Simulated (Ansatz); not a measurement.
Compare A (`[SiH3]C1CCC1`) with its isomer B (`CC(C)=C[SiH3]`).

Isolated molecules relaxed with PBE0-D4/def2-TZVP in Ansatz; ΔE leaves out vibrations. CCSD(T)/CBS adds triple-zeta CCSD(T) − MP2 to the extrapolated MP2 energy (def2 sets, frozen cores). Functionals use def2-TZVPP. B3LYP here is the variant with VWN-RPA as its local correlation; programs differ in this.

A:

```xyz
15

Si    0.6091   -0.1999   -1.8154
C    -0.3687   -0.6191   -0.2749
C     0.4823   -0.6786    1.0214
C     0.0170    0.7508    1.3532
C    -1.1310    0.5840    0.3412
H     1.5053   -1.3272   -2.1946
H    -0.3029    0.0894   -2.9566
H     1.4522    1.0051   -1.5758
H    -0.9760   -1.5055   -0.4799
H     0.0828   -1.4117    1.7261
H     1.5575   -0.8491    0.9269
H    -0.2505    0.9667    2.3883
H     0.7411    1.4965    1.0200
H    -2.0571    0.2631    0.8239
H    -1.3613    1.4353   -0.3039
```

B:

Z-matrix (Å, degrees):
```
C
C 1 1.496
H 1 1.095 2 110.5
H 1 1.095 2 110.5 3 117.7
H 1 1.091 2 112.9 3 -121.1
C 2 1.496 1 114.8 3 -58.8
C 2 1.338 1 123.0 3 121.3
H 6 1.090 2 111.8 1 179.8
H 6 1.095 2 110.6 1 -59.1
H 6 1.095 2 110.7 1 58.6
Si 7 1.858 2 125.9 1 0.0
H 7 1.089 2 117.1 1 179.9
H 11 1.487 7 108.9 2 -179.9
H 11 1.490 7 112.2 2 -60.2
H 11 1.490 7 112.2 2 60.5
```

Question: Which isomer does CCSD(T)/CBS put lower? Give the gap. (Estimate.)

Answer: Computed: B, by 42.0 kJ/mol.

Question: Give E(B) − E(A) in kJ/mol with PBE0-D4, CCSD/def2-TZVPP, HF/def2-TZVPP, B2PLYP, LDA (SPW92), PBE-D4, B3LYP. (An estimate is asked.)

Answer: Ansatz gave: PBE0-D4 -31.8, CCSD/def2-TZVPP -38.9, HF/def2-TZVPP -56.5, B2PLYP -50.6, LDA (SPW92) -27.0, PBE-D4 -39.8, B3LYP -57.2. None reverses the order clearly.

Question: Does the order hold for the free energy at 298.15 K (harmonic terms from PBE0-D4)? (Best estimate.)

Answer: Computed: Yes: G(B) − G(A) = -55.0 kJ/mol. Modes under 60 cm⁻¹, often nearly free rotors, make the harmonic entropy too high.

Largest T1 diagnostic: 0.011.

At CCSD(T), def2-SVP lies +4.5 kJ/mol from the extrapolated value and def2-TZVPP +1.7 kJ/mol. Leaving LDA and LC-ωPBE aside and taking each functional with its dispersion term where it has one, the values, not all of them listed here, spread over 34.5 kJ/mol, from BLYP-D4 to PBE-QIDH. LDA lies +14.3 kJ/mol from PBE without D4.
